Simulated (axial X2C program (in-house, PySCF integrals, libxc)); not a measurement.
**Low determinants of YSi at the PBE0 level, two-component**

Calculated with an axial X2C code built on PySCF integrals. Two-component (2c) means X2C with spin–orbit coupling and atomic mean-field two-electron Coulomb and Gaunt terms. Basis: Y dyall-cv3z [11s12p9d6f3g], Si dyall-v3z [8s7p2d1f] (cores contracted in-house); Gaussian nuclei, density fitting, unrestricted open shells. Masses: Y 88.906 u, Si 27.977 u.

Search at 2.669 Å (vertical energies from the lowest determinant):

| ΔE (eV) | state | electrons beyond evenly filled partner blocks | electrons in ±ω = 1/2, 3/2, 5/2, 7/2 |
| --- | --- | --- | --- |
| 0.00 | Ω = 3/2 | ω = 3/2 | 38 13 2 0 |
| 0.15 | Ω = 1/2 | 2 × ω = -1/2, ω = 3/2 | 38 13 2 0 |
| 0.49 | Ω = 1/2 | ω = 1/2 | 37 14 2 0 |
| 0.68 | Ω = 5/2 | 2 × ω = 1/2, ω = 3/2 | 38 13 2 0 |
| 0.71 | Ω = 1/2 | ω = 1/2 | 39 12 2 0 |
| 0.82 | Ω = 3/2 | ω = 1/2, ω = -3/2, ω = 5/2 | 37 13 3 0 |
| 0.87 | Ω = 7/2 | ω = -1/2, ω = 3/2, ω = 5/2 | 37 13 3 0 |

Lowest determinant, Ω = 3/2 (⟨Sz⟩ = 1.50, ⟨Lz⟩ = 0.00 at PBE0): Re = 2.660 Å, ωe = 313.0 cm⁻¹.

The determinant in row 2 of the search, Ω = 1/2 (⟨Sz⟩ = 0.50, ⟨Lz⟩ = 0.00 at PBE0), was followed along the bond at PBE0; measured from the minimum of the lowest determinant it gives:

Te = 0.146 eV (1176 cm⁻¹), Re = 2.646 Å, ωe = 329.1 cm⁻¹.

Task: Compare the bond of the determinant in row 2 with that of the lowest one.

Result: At PBE0 its Re is 0.014 Å shorter and its force constant, which goes as ωe², is 1.11 times that of the lowest determinant. This determinant mixes spin states, so it has no term energy of its own.

The search compares states at one distance, so a state with another bond length can lie lower; it is not exhaustive and yields mostly the lowest determinant of each block pattern, so other components and higher states of one pattern are missing. These are energies of single determinants, not of spin-adapted states; PBE0 term energies can be off by some tenths of an eV, and the functional has no current term. The lowest determinant need not be the ground state where others lie within half an eV.
